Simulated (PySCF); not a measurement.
BF3, SMILES FB(F)F. Heavy atoms are numbered as in [F:1][B:2]([F:3])[F:4].

Coordinates come from a B3LYP-D3(BJ)/def2-TZVP optimisation.

Computed with HF/pcSseg-1 (PySCF).

GIAO shieldings, no solvent; atoms alike by connectivity are averaged. δ = σ(ref) − σ: ¹⁹F against CFCl3 (σ = 238.5 ppm), references at their B3LYP-D3(BJ)/def2-TZVP geometries, non-relativistic.

Computed chemical shifts:
```csv
nucleus,atoms,count,δ (ppm)
¹⁹F,F1,3,-95.7
```
